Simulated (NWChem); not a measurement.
System: CH6BeO2Si; SMILES C[O][Be][O][SiH3]

The following NWChem deck was run.

```
start job
memory heap 200 mb stack 900 mb global 1100 mb
geometry units angstroms noautosym noautoz
  Be    -0.519963     0.061573     0.328502
  O     -1.628738     0.372265     1.072305
  C     -2.729715     0.720064     1.818466
  H     -2.497672     1.583878     2.450471
  H     -3.565178     0.980430     1.159901
  H     -3.032681    -0.114420     2.459718
  O      0.640839    -0.202465    -0.440759
  Si     1.971864    -0.455858    -1.296018
  H      1.647983    -1.443875    -2.328080
  H      2.994470    -0.955867    -0.373573
  H      2.366436     0.825832    -1.886812
end
basis spherical
  * library def2-svp
end
dft
  xc pbe0
  iterations 150
end
driver
  maxiter 120
end
task dft optimize
task dft freq
```

Output (shortened):

```
             Northwest Computational Chemistry Package (NWChem) 7.3.0
             --------------------------------------------------------

                             Geometry "geometry" -> ""
                             -------------------------

 Output coordinates in angstroms (scale by  1.889725989 to convert to a.u.)

  No.       Tag          Charge          X              Y              Z
 ---- ---------------- ---------- -------------- -------------- --------------
    1 Be                   4.0000    -0.50166126     0.05246339     0.31514233
    2 O                    8.0000    -1.61043626     0.36315539     1.05894533
    3 C                    6.0000    -2.71141326     0.71095439     1.80510633
    4 H                    1.0000    -2.47937026     1.57476839     2.43711133
    5 H                    1.0000    -3.54687626     0.97132039     1.14654133
    6 H                    1.0000    -3.01437926    -0.12352961     2.44635833
    7 O                    8.0000     0.65914074    -0.21157461    -0.45411867
    8 Si                  14.0000     1.99016574    -0.46496761    -1.30937767
    9 H                    1.0000     1.66628474    -1.45298461    -2.34143967
   10 H                    1.0000     3.01277174    -0.96497661    -0.38693267
   11 H                    1.0000     2.38473774     0.81672239    -1.90017167

 Effective nuclear repulsion energy (a.u.)     185.1439978339

                           NWChem Geometry Optimization
                           ----------------------------

 maximum gradient threshold         (gmax) =   0.000450
 rms gradient threshold             (grms) =   0.000300
 maximum cartesian step threshold   (xmax) =   0.001800
 rms cartesian step threshold       (xrms) =   0.001200
 fixed trust radius                (trust) =   0.300000
 source of zmatrix                         =

          -------------------
          Energy Minimization
          -------------------

 Using diagonal initial Hessian

          --------
          Step   0

                                 NWChem DFT Module
                                 -----------------

[...]

      ----------------------
      Optimization converged
      ----------------------

  Step       Energy      Delta E   Gmax     Grms     Xrms     Xmax
  ---- ---------------- -------- -------- -------- -------- --------
@   23    -495.92841667  5.7D-08  0.00004  0.00002  0.00037  0.00080
                                     ok       ok       ok       ok

                         Geometry "geometry" -> "geometry"
                         ---------------------------------

 Output coordinates in angstroms (scale by  1.889725989 to convert to a.u.)

  No.       Tag          Charge          X              Y              Z
 ---- ---------------- ---------- -------------- -------------- --------------
    1 Be                   4.0000    -0.51253285     0.08227341     0.33458243
    2 O                    8.0000    -1.65103484     0.34517831     1.08516166
    3 C                    6.0000    -2.74563112     0.71263965     1.82415023
    4 H                    1.0000    -2.52884153     1.58961370     2.46118564
    5 H                    1.0000    -3.60051047     0.97650715     1.17516563
    6 H                    1.0000    -3.07486824    -0.10672964     2.48856748
    7 O                    8.0000     0.65030729    -0.18950406    -0.43236029
    8 Si                  14.0000     2.00372733    -0.46798063    -1.31770189
    9 H                    1.0000     1.72894597    -1.47064509    -2.39277559
   10 H                    1.0000     3.09967319    -0.99579969    -0.44771941
   11 H                    1.0000     2.47972940     0.79579821    -1.96109131

 Effective nuclear repulsion energy (a.u.)     182.7112456464

[...]

 Rotational Constants
 --------------------
 A=   1.822291 cm-1  (  2.621812 K)
 B=   0.036986 cm-1  (  0.053213 K)
 C=   0.036977 cm-1  (  0.053200 K)

 Temperature                      =   298.15K
 frequency scaling parameter      =   1.0000

 Zero-Point correction to Energy  =   46.571 kcal/mol  (  0.074216 au)
 Thermal correction to Energy     =   51.806 kcal/mol  (  0.082558 au)
 Thermal correction to Enthalpy   =   52.398 kcal/mol  (  0.083502 au)

 Total Entropy                    =   95.646 cal/mol-K
   - Translational                =   39.286 cal/mol-K (mol. weight =  87.0259)
   - Rotational                   =   25.962 cal/mol-K (symmetry #  =        1)
   - Vibrational                  =   30.398 cal/mol-K

 Cv (constant volume heat capacity) =   24.096 cal/mol-K
   - Translational                  =    2.979 cal/mol-K
   - Rotational                     =    2.979 cal/mol-K
   - Vibrational                    =   18.137 cal/mol-K

[normal modes left out]

 ----------------------------------------------------------------------------
 Normal Eigenvalue ||           Projected Infra Red Intensities
  Mode   [cm**-1]  || [atomic units] [(debye/angs)**2] [(KM/mol)] [arbitrary]
 ------ ---------- || -------------- ----------------- ---------- -----------
    1       -0.000 ||    0.000103           0.002         0.100       0.010
    2       -0.000 ||    0.000022           0.001         0.021       0.002
    3        0.000 ||    0.000001           0.000         0.001       0.000
    4        0.000 ||    0.000086           0.002         0.084       0.009
    5        0.000 ||    0.000125           0.003         0.121       0.012
    6        0.000 ||    0.000122           0.003         0.119       0.012
    7       15.916 ||    0.000035           0.001         0.034       0.004
    8       30.362 ||    0.004101           0.095         3.998       0.410
    9       31.677 ||    0.004100           0.095         3.997       0.409
   10       74.190 ||    0.001258           0.029         1.226       0.126
   11       75.046 ||    0.001406           0.032         1.370       0.140
   12      414.663 ||    0.095425           2.202        93.025       9.530
   13      415.323 ||    0.095644           2.207        93.239       9.552
   14      441.888 ||    0.000819           0.019         0.799       0.082
   15      740.102 ||    0.075154           1.734        73.264       7.505
   16      740.250 ||    0.075214           1.735        73.322       7.511
   17      954.526 ||    0.090394           2.085        88.121       9.027
   18      954.742 ||    0.090685           2.092        88.405       9.056
   19      970.181 ||    0.028384           0.655        27.670       2.835
   20     1004.186 ||    0.573863          13.239       559.430      57.310
   21     1193.264 ||    0.000141           0.003         0.137       0.014
   22     1195.171 ||    0.000172           0.004         0.167       0.017
   23     1304.899 ||    0.012725           0.294        12.405       1.271
   24     1475.848 ||    0.005528           0.128         5.389       0.552
   25     1476.814 ||    0.009380           0.216         9.144       0.937
   26     1477.121 ||    0.158203           3.650       154.224      15.799
   27     1738.068 ||    1.352529          31.204      1318.512     135.072
   28     2222.882 ||    0.178114           4.109       173.635      17.788
   29     2224.346 ||    0.178643           4.121       174.150      17.840
   30     2231.432 ||    0.073537           1.697        71.687       7.344
   31     3008.319 ||    0.111205           2.566       108.408      11.106
   32     3089.709 ||    0.044120           1.018        43.011       4.406
   33     3091.749 ||    0.043182           0.996        42.096       4.312
 ----------------------------------------------------------------------------
```

Level: PBE0/def2-SVP.
